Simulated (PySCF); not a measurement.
C2H5Si, SMILES [CH2][Si]C (connectivity only; charge and spin as stated), neutral, multiplicity 2. Geometry: ωB97X-D3(BJ)/def2-TZVP. The isomer is the one that the SMILES or the coordinates give; other isomers of the formula were not compared.

All values below come from ωB97X-D3(BJ)/def2-TZVP run with PySCF.

Harmonic wavenumbers (cm⁻¹): 99, 222, 352, 626, 676, 677, 801, 821, 1018, 1269, 1380, 1444, 1464, 3063, 3153, 3154, 3160, 3259. Rotational constants (GHz): 32.35, 6.184, 5.366; symmetry number 1.

**Question.** Work out the zero-point energy and the ideal-gas rigid-rotor harmonic-oscillator thermochemistry at 298.15 K and 1 atm.

**Answer.** ZPE = ½ Σ hcν = ½ × 26639 cm⁻¹ = 38.08 kcal/mol. H − E(el) = 41.85 kcal/mol. Entropy in cal/(mol K): translation 38.05, rotation 23.22, vibration 8.21, spin 1.38, total 70.86. G − E(el) = 20.73 kcal/mol. Cp = 18.08 cal/(mol K). Modes under 150 cm⁻¹ make the vibrational entropy uncertain.
